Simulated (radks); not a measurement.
Values are calculated unless marked as measured or tabulated.
Effect of the nuclear size on neutral scandium, [Ar] 3d1 4s2. Code: a radial shooting solver on a logarithmic mesh with Libxc functionals. Model: Dirac Kohn-Sham, exchange-only LDA, spin-unpolarised, spherical densities, finite nucleus; open shells are shared between the two j in proportion to 2j + 1; Fermi nuclear charge, rms radius 3.5459 fm. The rms radius is varied about that value; shifts are against it.

rms radius (fm)  total energy shift (eV)  density at nucleus (e/bohr^3)  1s1/2 shift (meV)  2s1/2 shift (meV)  3s1/2 shift (meV)
3.0778                          -0.00952                           7241              -4.02             -0.325             -0.040
3.4041                          -0.00302                           7220              -1.28             -0.103             -0.013
3.5459                                 0                           7212              0.000              0.000              0.000
3.7728                           0.00508                           7199               2.15              0.174              0.022
4.1026                            0.0130                           7182               5.50              0.445              0.055

Slopes of the eigenvalues against <r^2> in GHz/fm^2, as finite differences over the two radii next to the reference (eigenvalue slopes, not the field-shift constants of lines): 1s1/2 313, 2s1/2 25.3, 3s1/2 3.14.
